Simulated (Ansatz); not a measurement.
C₃H₉N, charge +1, doublet, geometry from GFN2-xTB (a state made from the parent by changing its charge; the spin is typed, not shown lowest). Base run: PBE/def2-SV(P) run with Ansatz (an electronic-structure program).

Input for Ansatz:
Ansatz 0.2 input:
```yaml
crystal:
  periodic: [false, false, false]
  atoms:
    - {symbol: C, position_ang: [-0.58697625, 1.20935650, 0.59090442]}
    - {symbol: C, position_ang: [-0.00874044, 0.08802893, -0.26351798]}
    - {symbol: C, position_ang: [1.43871210, -0.29305842, 0.02182977]}
    - {symbol: N, position_ang: [-0.85591561, -1.00397376, -0.39613980]}
    - {symbol: H, position_ang: [0.04467706, 2.09162211, 0.54772703]}
    - {symbol: H, position_ang: [-0.64164982, 0.87441774, 1.62797986]}
    - {symbol: H, position_ang: [-1.59209792, 1.48714983, 0.27947297]}
    - {symbol: H, position_ang: [0.06108549, 0.56721119, -1.28005421]}
    - {symbol: H, position_ang: [1.81315739, -1.03846393, -0.67716207]}
    - {symbol: H, position_ang: [1.50386623, -0.71687113, 1.02524213]}
    - {symbol: H, position_ang: [2.08335084, 0.57957615, -0.02499560]}
    - {symbol: H, position_ang: [-0.49159697, -1.92416414, -0.60070036]}
    - {symbol: H, position_ang: [-1.84735550, -0.91862355, -0.21982844]}
basis:
  gaussian:
    orbitals: def2-SV_P_.json
hamiltonian:
  xc: pbe
total_charge: 1
magnetization: {spin_polarized: true, initial_magnetization: 1}
```
The basis file holds def2-SV(P) in the JSON format of the Basis Set Exchange.

Variants of this job, named by their change:

```tsv
change	basis functions	E (Eh)
base	74	-173.78067
basis = jorge-DZP-DKH; relativity = spin-free X2C; nucleus = Gaussian	105	-174.01440
basis = cc-pVDZ-DK; relativity = spin-free X2C	101	-174.01467
basis = ANO-RCC-VDZP; relativity = none	101	-173.98997
basis = ANO-RCC-VDZP; relativity = spin-free X2C; nucleus = Gaussian	101	-174.07060
basis = cc-pVDZ-DK; relativity = spin-free X2C; nucleus = Gaussian	101	-174.01465
basis = cc-pVDZ-DK; relativity = none	101	-173.93734
basis = jorge-DZP-DKH; relativity = spin-free X2C	105	-174.01441
basis = ANO-RCC-VDZP; relativity = spin-free X2C	101	-174.07062
basis = jorge-DZP-DKH; relativity = none	105	-173.93828
```

Total energies compare only within one method and basis.

Ansatz warned in this series: the basis is contracted for relativity, which the run leaves out.

Basis sets contracted for a relativistic Hamiltonian are a mismatch without it, so the rows without relativity aren't non-relativistic limits. No row has spin-orbit coupling; sets with core potentials leave out the core electrons.
